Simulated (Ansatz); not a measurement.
`[CH3][In]([NH2])[SH]`, one more setting.

```yaml
crystal:
  periodic: [false, false, false]
  atoms:
    - {symbol: C, position_ang: [-0.276055, 1.907231, 0.361517]}
    - {symbol: In, position_ang: [-0.065731, -0.213203, 0.204728]}
    - {symbol: N, position_ang: [0.767592, -1.173497, -1.362203]}
    - {symbol: S, position_ang: [-0.652390, -1.673642, 2.012511]}
    - {symbol: H, position_ang: [0.705931, 2.376638, 0.290039]}
    - {symbol: H, position_ang: [-0.900596, 2.281989, -0.450010]}
    - {symbol: H, position_ang: [-0.730213, 2.170331, 1.315706]}
    - {symbol: H, position_ang: [0.616667, -2.164128, -1.474735]}
    - {symbol: H, position_ang: [0.790907, -0.727721, -2.266620]}
    - {symbol: H, position_ang: [-0.256101, -2.784006, 1.369066]}
basis:
  gaussian: {orbitals: ANO-RCC-VTZP}
hamiltonian: {xc: {name: rPW86-PBE}}
scf: {lower_state_search: off}
```

```sh
$ ansatz run in.yaml --threads 4 --pin off --events-out ev --progress --plain --max-ram 10444MiB
```

It prints (some lines left out):

```
Functional definition: rPW86-PBE
1752 factors; their error is unknown
mean field evaluation 1: about -173554.6781 eV, gradient 1.1e2 eV
mean field evaluation 2: about -173470.7367 eV, gradient 1.8e2 eV
mean field evaluation 4: about -173576.8456 eV, gradient 2.5e1 eV
mean field evaluation 8: about -173578.4179 eV, gradient 3.9e-1 eV
mean field evaluation 16: about -173578.3618 eV, gradient 1.8e-3 eV
mean field -173578.36176435 eV, -6378.8871392003 hartree, gradient 1.7e-6 eV, S^2 0.000000; 0 other end points of the search recorded, 0 dependent functions left out
reference -173578.36193987 eV, -6378.8871456506 hartree; 42, 42 occupied and 204, 204 virtual orbitals, 1752 factors
Total energy: -173578.36193987 eV, -6378.8871456506 hartree
Relativity: scalar
Checks for a lower state left out: stability, starts, cluster_reference, orbital_swaps, neighbouring_geometries, increment
```

Hardware: 4 threads of an Intel Xeon 6975P-C on a shared host. Wall time 3.4 s, peak host memory 0.56 GiB.
